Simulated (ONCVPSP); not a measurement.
**PBEsol ONCV dataset for phosphorus, scalar-relativistic all-electron reference.**

Input for ONCVPSP 4.0.1:

```
# ATOM AND REFERENCE CONFIGURATION
# atsym  z   nc   nv     iexc    psfile
  P 15.00    3    2  -116133      upf
#
#   n    l    f
    1    0    2.00
    2    0    2.00
    2    1    6.00
    3    0    2.00
    3    1    1.00
#
# PSEUDOPOTENTIAL AND OPTIMIZATION
# lmax
    2
#
#   l,   rc,      ep,       ncon, nbas, qcut
    0    1.40    0.00    4    8    5.00
    1    1.25    0.00    3    6    5.90
    2    1.05    0.06    4    9    7.80
#
# LOCAL POTENTIAL
# lloc, lpopt,  rc(5),   dvloc0
    4    5    0.70    2.00
#
# VANDERBILT-KLEINMAN-BYLANDER PROJECTORs
# l, nproj, debl
    0    2    1.60
    1    2    1.70
    2    2    3.60
#
# MODEL CORE CHARGE
# icmod, fcfact, rcfact
    3    1.75    1.20
#
# LOG DERIVATIVE ANALYSIS
# epsh1, epsh2, depsh
   -3.00    5.00    0.02
#
# OUTPUT GRID
# rlmax, drl
    6.00    0.01
#
# TEST CONFIGURATIONS
# ncnf
    4
# nvcnf
#   n    l    f
    2
    3    0    2.00
    3    1    3.00
#
    2
    3    0    2.00
    3    1    2.00
#
    2
    3    0    2.00
    3    1    0.00
#
    2
    3    0    1.00
    3    1    4.00
#
```

Command:

```bash
oncvpsp.x < P.dat > P.out
```

The program printed (shortened: citation, most of the input echo, consistency checks and plot data are left out):

```
ONCVPSP  (Optimized Norm-Conservinng Vanderbilt PSeudopotential)
scalar-relativistic version 4.0.1

#   n    l    f        energy (Ha)
    1    0    2.00    -7.7337516E+01
    2    0    2.00    -7.2426490E+00
    2    1    6.00    -5.4354179E+00
    3    0    2.00    -1.2456871E+00
    3    1    1.00    -8.9082118E-01

Reference configufation results
  iterations    25
  all-electron total energy (Ha)   -3.40254658D+02

Begin loop to  construct optimized pseudo wave functions
and semi-local pseudopoentials for all angular momenta

   Wellstate for l =  0  n =  5
     eigenvalue =   0.3543
     asymptotic potential =   0.8543
     half-point radius =  5.0846

Calculating optimized projector #   1

 for l=   0

    Fraction of norm inside rc  0.308170
    Optimizing pswf for qcut=   5.01 a_B^-1,  ecut=  12.57 Ha
    Residual kinetic energy error=  2.08D-04 Ha

    Energy error per electron        Cutoff
         Ha          eV             Ha
         0.01000     0.27211        7.64
         0.00100     0.02721       10.71
         0.00010     0.00272       14.98
         0.00001     0.00027       53.75

Calculating optimized projector #   2

 for l=   0

    Fraction of norm inside rc  0.059351
    Optimizing pswf for qcut=   5.01 a_B^-1,  ecut=  12.57 Ha
    Residual kinetic energy error=  8.64D-04 Ha

    Energy error per electron        Cutoff
         Ha          eV             Ha
         0.01000     0.27211        6.86
         0.00100     0.02721       11.86
         0.00010     0.00272      100.67
         0.00001     0.00027      122.36

   Wellstate for l =  1  n =  5
     eigenvalue =   0.8092
     asymptotic potential =   1.3092
     half-point radius =  4.2763

Calculating optimized projector #   1

 for l=   1

    Fraction of norm inside rc  0.151685
    Optimizing pswf for qcut=   5.88 a_B^-1,  ecut=  17.31 Ha
    Residual kinetic energy error=  9.05D-04 Ha

    Energy error per electron        Cutoff
         Ha          eV             Ha
         0.01000     0.27211        3.50
         0.00100     0.02721       15.12
         0.00010     0.00272       74.83

Calculating optimized projector #   2

 for l=   1

    Fraction of norm inside rc  0.057739
    Optimizing pswf for qcut=   5.88 a_B^-1,  ecut=  17.31 Ha
    Residual kinetic energy error=  1.04D-02 Ha

    Energy error per electron        Cutoff
         Ha          eV             Ha
         0.01000     0.27211       18.11
         0.00100     0.02721       85.96
         0.00010     0.00272      133.73

   Wellstate for l =  2  n =  4
     eigenvalue =   0.0600
     asymptotic potential =   0.5600
     half-point radius =  5.4440

   Wellstate for l =  2  n =  5
     eigenvalue =   3.6600
     asymptotic potential =   4.1600
     half-point radius =  2.3827

Calculating optimized projector #   1

 for l=   2

    Fraction of norm inside rc  0.040828
    Optimizing pswf for qcut=   7.79 a_B^-1,  ecut=  30.37 Ha
    Residual kinetic energy error=  8.36D-04 Ha

    Energy error per electron        Cutoff
         Ha          eV             Ha
         0.01000     0.27211       17.19
         0.00100     0.02721       29.32
         0.00010     0.00272      120.24
         0.00001     0.00027      270.15

Calculating optimized projector #   2

 for l=   2

    Fraction of norm inside rc  0.070676
    Optimizing pswf for qcut=   7.79 a_B^-1,  ecut=  30.37 Ha
    Residual kinetic energy error=  8.85D-03 Ha

    Energy error per electron        Cutoff
         Ha          eV             Ha
         0.01000     0.27211       29.56
         0.00100     0.02721       42.10
         0.00010     0.00272      114.26
         0.00001     0.00027      257.16

Construct Vanderbilt / Kleinmman-Bylander projectors

B matrix Hermiticity error, ll=   0
   1   2   -6.2383E-05

  Orthonormal projector coefficients  1.2005E+01  2.7067E+00

B matrix Hermiticity error, ll=   1
   1   2   -5.5740E-05

  Orthonormal projector coefficients  7.8883E+01  3.4128E+00

B matrix Hermiticity error, ll=   2
   1   2    6.6467E-05

  Orthonormal projector coefficients -1.6046E+01 -3.2588E+00

Model core correction analysis
  based on d2Exc/dn_idn_j

d2excae - all-electron derivatives

   -5.080071D-02   -4.579747D-02
   -4.579743D-02   -4.474534D-02

d2excps - pseudofunction derivatives with no core correction

   -5.495551D-02   -4.887218D-02
   -4.887457D-02   -4.690298D-02

rms 2nd derivative error    3.195324E-03

rmatch, rhocmatch    1.0597    1.0470

Teter function model core charge with specified parameters

d2excps - pseudofunction derivatives with core correction

   -5.242503D-02   -4.699396D-02
   -4.699548D-02   -4.547641D-02

rms 2nd derivative error    1.228799E-03

Pseudoatom total energy   -5.350045

Diagnostic tests using Vanderbilt-Kleinman-Bylander pseudopotentials
  1 or more projectors used as specified by nproj input data

   l    rcore       rmatch      e in        delta e   norm test  slope test

   0   1.4037327   1.4463531  -1.2456871  -0.0000036   1.0000314   0.9999836
   0   1.4037327   1.4463531   0.3543129   0.0000089   1.0002708   1.0002708

   1   1.2529184   1.2909597  -0.8908212  -0.0000690   0.9998559   1.0002363
   1   1.2529184   1.2909597   0.8091788   0.0009950   0.9998182   0.9998182

   2   1.0533710   1.0853536   0.0600000   0.0000491   1.0001087   1.0001087
   2   1.0533710   1.0853536   3.6600000   0.0000330   1.0002898   1.0002898

 Testing for bound ghosts
   n   l    E NL Schr. Eq   E Basis Diag.   E Cutoff

   1   0       -1.245691       -1.238311    132.06

   2   1       -0.890890       -0.844085     96.59

   3   2       -0.438935       -0.173620    397.38

 Testing for highly-localized positive-energy ghosts
       l    <radius>/rc     E Basis Diag.   E Cutoff

       0        0.254793        1.048749    132.06  WARNING - GHOST(+)

       1        0.770005      131.277912     96.59  WARNING - GHOST(+)

Test configuration 0

   n   l     f        eae           eps        diff
   1   0  2.0000  -77.33751556
   2   0  2.0000   -7.24264896
   2   1  6.0000   -5.43541786
   3   0  2.0000   -1.24568710   -1.24569065   -3.56D-06
   3   1  1.0000   -0.89082118   -0.89089018   -6.90D-05

    Total energies and differences
      AE_ref= -3.40254658D+02  AE_tst= -3.40254658D+02  dif=  0.00D+00
      PS_ref= -5.35004549D+00  PS_tst= -5.35004549D+00  dif=  8.88D-16
      PSP excitation error= -8.88D-16

Test configuration 1

   n   l     f        eae           eps        diff
   1   0  2.0000  -76.44862841
   2   0  2.0000   -6.37853986
   2   1  6.0000   -4.56907659
   3   0  2.0000   -0.51144803   -0.51154451   -9.65D-05
   3   1  3.0000   -0.20137692   -0.20142577   -4.88D-05

    Total energies and differences
      AE_ref= -3.40254658D+02  AE_tst= -3.41313405D+02  dif= -1.06D+00
      PS_ref= -5.35004549D+00  PS_tst= -6.40912348D+00  dif= -1.06D+00
      PSP excitation error=  3.31D-04

Test configuration 2

   n   l     f        eae           eps        diff
   1   0  2.0000  -76.84685028
   2   0  2.0000   -6.76886262
   2   1  6.0000   -4.96014388
   3   0  2.0000   -0.85361955   -0.85379771   -1.78D-04
   3   1  2.0000   -0.52112793   -0.52130198   -1.74D-04

    Total energies and differences
      AE_ref= -3.40254658D+02  AE_tst= -3.40957002D+02  dif= -7.02D-01
      PS_ref= -5.35004549D+00  PS_tst= -6.05257996D+00  dif= -7.03D-01
      PSP excitation error=  1.90D-04

Test configuration 3

   n   l     f        eae           eps        diff
   1   0  2.0000  -77.91121725
   2   0  2.0000   -7.78884826
   2   1  6.0000   -5.98397377
   3   0  2.0000   -1.67407012   -1.67340903    6.61D-04

    Total energies and differences
      AE_ref= -3.40254658D+02  AE_tst= -3.39162989D+02  dif=  1.09D+00
      PS_ref= -5.35004549D+00  PS_tst= -4.25849946D+00  dif=  1.09D+00
      PSP excitation error=  1.23D-04

Test configuration 4

   n   l     f        eae           eps        diff
   1   0  2.0000  -76.50625295
   2   0  2.0000   -6.43484069
   2   1  6.0000   -4.62487762
   3   0  1.0000   -0.53739209   -0.53742831   -3.62D-05
   3   1  4.0000   -0.22212799   -0.22214700   -1.90D-05

    Total energies and differences
      AE_ref= -3.40254658D+02  AE_tst= -3.41000694D+02  dif= -7.46D-01
      PS_ref= -5.35004549D+00  PS_tst= -6.09637240D+00  dif= -7.46D-01
      PSP excitation error=  2.91D-04
```

The run took about 3.9 s on one core of a shared server CPU.
